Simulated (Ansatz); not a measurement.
Geometry optimisation, RKS B3LYP-D4/def2-SVP (Ansatz 0.2.0).

Input:

```yaml
crystal:
  periodic: [false, false, false]
  atoms:
    - { symbol: B, position_ang: [-0.006005, 0.261137, 0.143515] }
    - { symbol: Cl, position_ang: [-0.02294, 0.655338, 1.918277] }
    - { symbol: F, position_ang: [1.132971, 0.186498, -0.497441] }
    - { symbol: F, position_ang: [-1.136166, 0.137234, -0.505715] }
    - { symbol: H, position_ang: [0.101402, -2.104228, 0.508668] }
    - { symbol: H, position_ang: [0.048539, -1.80658, 1.158996] }
basis:
  gaussian: { orbitals: def2-SVP }
hamiltonian:
  xc: b3lyp
  dispersion: d4
relax:
  f_tol: 0.03
  max_steps: 50
```

Run as:

```bash
$ ansatz run input.yaml --threads 1 --pin off --max-ram 2048MiB --backend cpu --events-out ev --progress --plain --runs-dir out
```

Where does it end, and by what steps?

The forces met the threshold. After 5 steps the energy has fallen by 0.169 eV; H6 moved furthest, 0.39 Å.

```csv
step,energy less start (eV),largest force component (eV/Å),accepted
0,0.0000,1.574,yes
1,-0.1061,0.888,yes
2,-0.0659,1.236,no
3,-0.1314,0.874,yes
4,-0.1629,0.275,yes
5,-0.1686,0.021,yes
```

```xyz
6
Properties=species:S:1:pos:R:3
B -0.012 0.465 0.154
Cl -0.032 0.948 1.839
F 1.126 0.318 -0.485
F -1.136 0.262 -0.494
H 0.111 -2.466 0.501
H 0.062 -2.198 1.210
```

Whether the end is a true minimum wasn't checked by a vibrational analysis.

Time of the run: 8.2 s on 1 thread of Intel(R) Xeon(R) 6975P-C (Granite Rapids), on a shared host, peak memory 0.15 GiB.
